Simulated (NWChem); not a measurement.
Molecule: SnCl3F; SMILES [F][Sn]([Cl])([Cl])[Cl]

def2 effective core potentials on Sn; no spin-orbit coupling.

Q: Give the equilibrium geometry at PBE0/def2-SVP with def2 effective core potentials on Sn (NWChem) as a list of bonds and angles, with the point group.

A: point group C3v; any orientation.
Bonded distances (Å): F1–Sn2 1.917, Sn2–Cl3 2.309, Sn2–Cl4 2.309, Sn2–Cl5 2.309. Angles (°): F1–Sn2–Cl3 107.6, F1–Sn2–Cl4 107.6, F1–Sn2–Cl5 107.6, Cl3–Sn2–Cl4 111.2, Cl3–Sn2–Cl5 111.2, Cl4–Sn2–Cl5 111.2.
